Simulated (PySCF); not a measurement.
Se(H)(SMe) (CH4SSe), SMILES [SeH]SC.

Geometry optimised at B3LYP-D3(BJ)/def2-SVP. One conformer was computed; it need not be the lowest.

Method: TDA-CAM-B3LYP/def2-SVPD (PySCF).

Vertical excitations. 

```tsv
state	energy (eV)	λ (nm)	f	main pairs
S1	4.13	300	0.006	HOMO→LUMO 94 %
S2	4.24	293	0.002	HOMO−1→LUMO 94 %
S3	5.52	225	0.017	HOMO→LUMO+1 59 %, HOMO−1→LUMO+1 31 %
S4	6.03	206	0.003	HOMO−1→LUMO+1 56 %, HOMO→LUMO+1 30 %
S5	6.37	195	0.001	HOMO→LUMO+2 40 %, HOMO−1→LUMO+2 25 %
S6	6.82	182	0.060	HOMO−2→LUMO 42 %, HOMO−1→LUMO+2 28 %, HOMO→LUMO+3 10 %
S7	7.04	176	0.025	HOMO−1→LUMO+3 32 %, HOMO→LUMO+2 26 %, HOMO→LUMO+3 23 %, HOMO−1→LUMO+6 6 %
S8	7.31	170	0.174	HOMO→LUMO+4 34 %, HOMO−2→LUMO 16 %, HOMO→LUMO+3 10 %, HOMO→LUMO+5 8 %
S9	7.33	169	0.146	HOMO→LUMO+5 21 %, HOMO−1→LUMO+2 16 %, HOMO−1→LUMO+5 15 %, HOMO−1→LUMO+3 7 %
S10	7.39	168	0.057	HOMO→LUMO+4 30 %, HOMO→LUMO+5 24 %, HOMO−1→LUMO+4 15 %, HOMO−1→LUMO+5 9 %
T1	3.43	362	0	HOMO→LUMO 93 %
T2	3.57	347	0	HOMO−1→LUMO 93 %
T3	5.01	247	0	HOMO→LUMO+1 51 %, HOMO−1→LUMO+1 32 %
T4	5.32	233	0	HOMO−2→LUMO 86 %
```
Triplets are in the Tamm–Dancoff approximation.
